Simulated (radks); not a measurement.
Task: Charge is removed step by step from the 3d up level of neutral vanadium, starting from [Ar] 3d(up 3, down 0) 4s2. Method: scalar-relativistic Kohn-Sham, LDA (Slater exchange, Perdew-Wang correlation), spin-polarised, spherical densities, point nucleus; computed with a radial shooting solver on a logarithmic mesh with Libxc functionals. At the starting occupation the eigenvalue is -6.176 eV. Estimate the energy to remove one whole electron from this level, the eigenvalue at the end, and how far E(n) bends from a straight line.

Result: Delta-SCF 12.017 eV; final eigenvalue -18.434 eV; the deviation from the straight line is -1.535 eV at 0.5 electron removed, the largest on the grid computed. Slater's transition state (half an electron removed) gives 11.872 eV. Integrating minus the eigenvalue over the occupation (Janak's theorem) gives 12.016 eV. In this scalar-relativistic scheme the density is built from large components alone, so the theorem holds only approximately. The mean slope of the eigenvalue, de/dn, is 12.3 eV per electron.
